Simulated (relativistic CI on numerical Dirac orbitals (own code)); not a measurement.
**Hyperfine structure of Pb LXXIV, mass number 207**

Computed by Dirac-Coulomb-Breit CI, orbitals from a KLI potential per configuration, model QED, unscaled Slater integrals (own radial code, finite nucleus).

Configuration list (outside the closed core 1s2): 2s²2p⁵, 2s2p⁶, 2s²2p⁴3s, 2p⁶3s, 2s²2p⁴3p, 2p⁶3p, 2p⁶3d, 2s²2p⁴3d, 2s2p⁵3s, 2s2p⁵3p, 2s2p⁵3d, 2s²2p⁴4s, 2s²2p⁴4p, 2s²2p⁴4d, 2s²2p⁴4f, 2s²2p³3s². Levels of other configurations are missing.

Nuclear spin I = 1/2, μ = 0.5906 μN (tables of Stone and Pyykkö). The electronic factors are computed for point nuclear moments, without core polarisation or the Bohr-Weisskopf and QED corrections.

```tsv
Level	E (10³ cm⁻¹)	A (GHz)
2s²2p⁵ ²P°3/2	0.0	1363
2s²2p⁵ ²P°1/2	18111.9	14650
2s2p⁶ ²S1/2	22671.0	45070
2s²2p⁴3s ⁴P5/2	83987.4	3613
2s²2p⁴3s ²P3/2	84090.3	-891.1
2s²2p⁴3s ²S1/2	84602.6	12620
2s²2p⁴3p ²P°1/2	85871.7	4246
2s²2p⁴3p ⁴D°7/2	90409.0	945.7
```

Levels with J = 0, under 50 % of one LS term, or S terms without an open s electron are left out. Small factors come from cancelling terms and can be off by tens of per cent or more.

At this charge energies of transitions that change n are usually good to better than 1 %, and those within a shell (Δn = 0) to a few per cent.

Problem. Give the hyperfine levels of 2s²2p⁵ ²P°1/2 relative to its centre of gravity.

Solution. With K = F(F + 1) − I(I + 1) − J(J + 1), E = AK/2: F = 0: -10990, F = 1: 3662 GHz.

LS names give the leading component of a level, which can be under half, so a name can repeat, a term be missing and a line seem to break the LS rules.
